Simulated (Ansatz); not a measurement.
Program: Ansatz. Geometries: PBE0-D4/def2-TZVP. ΔE: electronic, gas phase. CCSD(T)/CBS adds triple-zeta CCSD(T) − MP2 to the extrapolated MP2 energy (def2 sets, frozen cores). This one scheme is used for every species. Functionals use def2-TZVPP. One conformer a species, not always the lowest.

`FC(F)(F)COB(Cl)Cl` + H₂ → `CC(F)(F)F` + `OB(Cl)Cl`  (hydrogenolysis of a C–O bond)

Problem. Is it downhill or uphill in electronic energy at CCSD(T)/CBS, and by how much? (Estimate.)

Solution. The calculation gave: Downhill: ΔE = -126.1 kJ/mol.

Problem. What do these levels give: PBE-QIDH, BLYP, BHLYP, CCSD/def2-SVP, HF/def2-TZVPP, MP2/CBS(def2)? (Estimate.)

Solution. Ansatz gave: PBE-QIDH -131.6, BLYP -132.9, BHLYP -136.9, CCSD/def2-SVP -121.9, HF/def2-TZVPP -142.1, MP2/CBS(def2) -128.1 kJ/mol.

Largest T1 diagnostic among the species: 0.012.

Leaving LDA and LC-ωPBE aside and taking each functional with its dispersion term where it has one, the values, not all of them listed here, spread over 16.4 kJ/mol, from PBE-QIDH to revPBE-D4. LDA lies +11.9 kJ/mol from PBE without D4. From BLYP to BHLYP (50 % exact exchange), in def2-TZVPP and without D4, ΔE moves by −4.1 kJ/mol. At CCSD(T), def2-SVP lies +9.0 kJ/mol from the extrapolated value and def2-TZVPP +2.2 kJ/mol.
